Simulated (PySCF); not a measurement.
ClCrO$_{2}$ (SMILES [O]=[Cr+](=[O])[Cl]), charge +1, singlet, geometry from GFN2-xTB (such geometries of metal compounds can be far from the true shape) (the multiplicity is a formal guess); PySCF with DF-HF/def2-TZVPD.

Here is a job for PySCF.
```python
from pyscf import gto, scf
import numpy

mol = gto.Mole()
mol.atom = '''
    Cr    0.30551309   -0.01734383    0.39439997
    O     1.49897309   -0.68849015   -0.32476441
    O    -0.54284806   -0.99267836    1.24350979
    Cl   -0.88125379    0.81562353   -0.98915073
'''
mol.basis = 'def2-tzvpd'
mol.charge = 1
mol.verbose = 4
mol.build()
print('smallest overlap eigenvalue', numpy.linalg.eigvalsh(mol.intor('int1e_ovlp'))[0])

mf = scf.RHF(mol)
mf = mf.density_fit(auxbasis='def2-universal-jkfit')
mf = scf.addons.remove_linear_dep_(mf, threshold=1e-2, lindep=1e-2)
mf.kernel()
mf.analyze()
```

Task: Write the output that PySCF gives for this input, abridged.

Result: 
```
PySCF version 2.14.0

[INPUT] verbose = 4
[INPUT] num. atoms = 4
[INPUT] num. electrons = 56
[INPUT] charge = 1
[INPUT] spin (= nelec alpha-beta = 2S) = 0
[INPUT] symmetry False subgroup None
[INPUT] Mole.unit = angstrom
[INPUT] Symbol           X                Y                Z      unit          X                Y                Z       unit  Magmom
[...]
nuclear repulsion = 301.935460796035
number of shells = 60
number of NR pGTOs = 277
number of NR cGTOs = 174
basis = def2-tzvpd
ecp = {}
input.py:19: DeprecationWarning: remove_linear_dep_ is deprecated and will be removed in a future release. Linear dependency handling is now built into the SCF procedure by default. Linear dependency removal can be controlled using the following settings:
  pyscf.scf.hf.remove_overlap_zero_eigenvalue = True
  pyscf.scf.hf.overlap_zero_eigenvalue_threshold = 1e-6

  mf = scf.addons.remove_linear_dep_(mf, threshold=1e-2, lindep=1e-2)
smallest overlap eigenvalue 0.0005256777504057863
Applying remove_linear_dep_ on SCF object.
Using canonical orthogonalization with threshold 0.01

******** <class 'pyscf.df.df_jk.DFRHF'> ********
method = DFRHF
initial guess = minao
damping factor = 0
level_shift factor = 0
DIIS = <class 'pyscf.scf.diis.CDIIS'>
diis_start_cycle = 1
diis_space = 8
diis_damp = 0
SCF conv_tol = 1e-09
SCF conv_tol_grad = None
SCF max_cycles = 50
direct_scf = False
Set gradient conv threshold to 3.16228e-05
Initial guess from minao.
******** <class 'pyscf.df.df.DF'> ********
auxbasis = def2-universal-jkfit
init E= -1652.17788793587
[...]
cycle= 1 E= -1651.05383215792  delta_E= 1.12  |g|= 2.22  |ddm|= 2.64
[...]
cycle= 2 E= -1638.64643089562  delta_E= 12.4  |g|= 9.78  |ddm|=  3.5
[...]
cycle= 3 E= -1651.74518999305  delta_E= -13.1  |g|=  1.3  |ddm|= 2.78
[...]
cycle= 4 E= -1651.93754640244  delta_E= -0.192  |g|= 0.475  |ddm|= 0.294
[...]
cycle= 5 E= -1651.96551517734  delta_E= -0.028  |g|= 0.185  |ddm|= 0.15
[...]
cycle= 6 E= -1651.97230804559  delta_E= -0.00679  |g|= 0.0372  |ddm|= 0.0852
[...]
cycle= 7 E= -1651.97383377644  delta_E= -0.00153  |g|= 0.0261  |ddm|= 0.0486
[...]
cycle= 8 E= -1651.97559148895  delta_E= -0.00176  |g|= 0.0233  |ddm|= 0.077
[...]
cycle= 9 E= -1651.97669007356  delta_E= -0.0011  |g|= 0.0192  |ddm|= 0.0645
[...]
cycle= 10 E= -1651.9774584885  delta_E= -0.000768  |g|= 0.013  |ddm|= 0.0524
[...]
cycle= 11 E= -1651.97852396968  delta_E= -0.00107  |g|= 0.0146  |ddm|= 0.104
[...]
[...]
[...]
cycle= 33 E= -1651.97901198801  delta_E= 4.15e-06  |g|= 0.00222  |ddm|= 0.00419
[...]
cycle= 34 E= -1651.97899482681  delta_E= 1.72e-05  |g|= 0.00247  |ddm|= 0.00861
[...]
cycle= 35 E= -1651.97899005981  delta_E= 4.77e-06  |g|= 0.00253  |ddm|= 0.00452
[...]
cycle= 36 E= -1651.97899593304  delta_E= -5.87e-06  |g|= 0.00239  |ddm|= 0.00254
[...]
cycle= 37 E= -1651.97899495081  delta_E= 9.82e-07  |g|= 0.00241  |ddm|= 0.00127
[...]
cycle= 38 E= -1651.97896710975  delta_E= 2.78e-05  |g|= 0.00288  |ddm|= 0.0135
[...]
cycle= 39 E= -1651.97896395978  delta_E= 3.15e-06  |g|= 0.00296  |ddm|= 0.0108
[...]
cycle= 40 E= -1651.97894760598  delta_E= 1.64e-05  |g|= 0.00312  |ddm|= 0.00896
[...]
cycle= 41 E= -1651.97894965433  delta_E= -2.05e-06  |g|= 0.00309  |ddm|= 0.00145
[...]
cycle= 42 E= -1651.97895464283  delta_E= -4.99e-06  |g|= 0.003  |ddm|= 0.00267
[...]
cycle= 43 E= -1651.97895872719  delta_E= -4.08e-06  |g|= 0.00296  |ddm|= 0.00271
[...]
cycle= 44 E= -1651.97895759835  delta_E= 1.13e-06  |g|= 0.00302  |ddm|= 0.00151
[...]
cycle= 45 E= -1651.97896428594  delta_E= -6.69e-06  |g|= 0.00285  |ddm|= 0.00433
[...]
cycle= 46 E= -1651.97895769362  delta_E= 6.59e-06  |g|= 0.00296  |ddm|= 0.00463
[...]
cycle= 47 E= -1651.97897862919  delta_E= -2.09e-05  |g|= 0.00263  |ddm|= 0.00976
[...]
cycle= 48 E= -1651.97897527801  delta_E= 3.35e-06  |g|= 0.00272  |ddm|= 0.00579
[...]
cycle= 49 E= -1651.97895969424  delta_E= 1.56e-05  |g|= 0.00304  |ddm|= 0.00732
[...]
cycle= 50 E= -1651.9789543151  delta_E= 5.38e-06  |g|= 0.00307  |ddm|= 0.00411
SCF not converged.
SCF energy = -1651.9789543151
**** SCF Summaries ****
Total Energy =                       -1651.978954315095962
Nuclear Repulsion Energy =             301.935460796035272
One-electron Energy =                -2859.626901469472614
Two-electron Energy =                  905.712486358341380
Two-electron Coulomb Energy =          996.358519374891898
DFT Exchange-Correlation Energy =      -90.646033016550518
HOMO-LUMO gap [eV] =                    11.052828755472373
**** MO energy ****
[...]
 ** Mulliken pop on meta-lowdin orthogonal AOs  **
 ** Mulliken pop  **
 ** Mulliken atomic charges  **
charge of    0Cr =      1.64106
charge of    1O =     -0.25156
charge of    2O =     -0.25159
charge of    3Cl =     -0.13790

WARN: System has nonzero charge 1; the dipole moment is origin-dependent.
Location of origin: [0. 0. 0.]

Dipole moment(X, Y, Z, Debye):  1.22543,  2.22458,  2.02677
```

Convergence was not reached.
